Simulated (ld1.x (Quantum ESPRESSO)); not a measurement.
## Logarithmic derivatives: lithium (Li), RRKJ

ld1.x (Quantum ESPRESSO) 7.5 input, shortened:

```
&input
   title='Li', zed=3., rel=1, dft='PBE', iswitch=3,
   config='[He] 2s0.5 2p0'
 /
 &inputp
   pseudotype=2, tm=.false., lloc=-1, rcloc=2.10,
   nlcc=.false.
 /
2
2S  1  0   0.50   0.00  2.45  2.45  0.0
2P  2  1   0.00   0.00  4.20  4.20  0.0
 &test
   configts(1)='2s0.5 2p0'
 /
```

The phase is arctan(r·u′/u) with u = r·R(r), unwrapped; energies in Ry, scanned from -2 to 5 Ry. A pole is an energy at which the radial function vanishes at the test radius. The pseudo phase is shifted by a multiple of π to meet the all-electron one at the reference energy, and phase errors are pseudo minus all-electron; the curves can meet again beyond the range given. Levels narrower than the energy grid can be missing from the lists of poles.

Task: For each channel, where are the poles, and over which energies does the pseudopotential scatter like the atom?

Result:

```tsv
channel	radius (bohr)	reference energy (Ry)	poles, all-electron	poles, pseudo	unbroken range about the reference energy with phases within 0.05 rad	phase error 1 Ry above the reference energy (rad)
s	4.57	-0.39	-0.16, 1.72, 4.73	-0.16, 1.65, 4.38	below 0.5	-0.090
p	4.57	-0.25	0.01, 1.57, 4.18	0.02, 1.87	below 0.4	+0.624
```

Phases in the p channel:

| E (Ry) | all-electron | pseudo |
| --- | --- | --- |
| -2.00 | 1.403 | 1.403 |
| -1.52 | 1.372 | 1.372 |
| -1.04 | 1.312 | 1.312 |
| -0.56 | 1.103 | 1.104 |
| -0.08 | -1.440 | -1.437 |
| 0.40 | -1.929 | -1.885 |
| 0.88 | -4.262 | -3.955 |
| 1.36 | -4.655 | -4.586 |
| 1.84 | -4.775 | -4.707 |
| 2.32 | -4.940 | -4.786 |
| 2.80 | -6.767 | -4.897 |
| 3.28 | -7.693 | -5.429 |
| 3.76 | -7.804 | -7.518 |
| 4.24 | -7.860 | -7.737 |
| 4.72 | -7.911 | -7.806 |
